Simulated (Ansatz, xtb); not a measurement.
Molecule: CNO (charge -1, singlet). SMILES of the parent species: C(=[N])=O
Structure (B3LYP-D3(BJ)/def2-TZVP (Ansatz, a first-principles code) minimum search):
```
C
N 1 1.1864
O 1 1.2258 2 180.00
```
Charge -1, spin multiplicity 1.

Harmonic wavenumbers from GFN2-xTB (xtb, at its own minimum), cm⁻¹: 538, 538, 1318, 2465.

Problem. Give the harmonic wavenumbers at B3LYP-D3(BJ)/def2-TZVP (Ansatz, finite differences of forces, unscaled).

Solution. 638, 638, 1254, 2214 cm⁻¹. Zero-point energy 6.8 kcal/mol.

Problem. From these and the geometry, give the ideal-gas thermochemistry at 298.15 K and 1 atm (rigid rotor, harmonic oscillator).

Solution. Point group C∞v, rotational symmetry number 1. Rotational constants 11.61, 11.61 GHz. S(trans) 37.13, S(rot) 14.47, S(vib) 0.81, S(elec, spin only) 0.00, S 52.4 cal/(mol K). H(298) - H(0) 2.26 kcal/mol; G - E(el) -6.6 kcal/mol.
